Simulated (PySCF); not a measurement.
CH5AsGeN2.
SMILES with atom numbers: `[N:1]#[C:2][Ge@H:3]([NH2:4])[AsH2:5]` (hydrogens: H6 on Ge3; H7, H8 on N4; H9, H10 on As5)

Theory: PySCF, PBE0-D3(BJ)/def2-SVP geometry optimisation, gas phase.

**Question.** What internal coordinates does the optimisation give?

**Answer.** 
```csv
bond,length (pm),order
N1≡C2,116.0,triple
C2–Ge3,193.2,single
Ge3–N4,182.7,single
Ge3–As5,241.5,single
Ge3–H6,154.4,single
"N4–H7, N4–H8",101.7,single
"As5–H9, As5–H10",152.4,single
```

Bonds in one row agree within 1 pm and their mean is given. Orders are formal, as drawn. A selection of angles:
```csv
angle,degrees
N1–C2–Ge3,178.8
C2–Ge3–N4,103.9
C2–Ge3–As5,111.6
C2–Ge3–H6,105.2
N4–Ge3–As5,107.8
N4–Ge3–H6,117.0
As5–Ge3–H6,111.1
Ge3–N4–H7,114.7
H7–N4–H8,109.3
Ge3–As5–H9,91.3
H9–As5–H10,92.6
```

Ge3 (germanium bonded to As, C, N and H) is distorted tetrahedral (angles from 103.9° to 117.0°). As5 (arsenic bonded to Ge and 2 H) is pyramidal (angles 92.6°, 91.3° and 91.2°, sum 275.1°, 0.95 Å off the plane of its three neighbours). N4 (nitrogen bonded to Ge and 2 H) is pyramidal (angles 115.0°, 114.7° and 109.3°, sum 338.9°, 0.32 Å off the plane of its three neighbours).

Point group: C1 (no symmetry element, even within 0.4 Å). Stationary, but not proved a minimum. One conformer, not necessarily the lowest (C2–Ge3–N4–H -179° and 54°, C2–Ge3–As5–H 33° and -60°).

On one thread, Arm Neoverse N1 (aarch64), no GPU, on a shared host, this took 2.4 min wall and 0.55 GiB of memory at its peak. That covers the optimisation of the geometry.
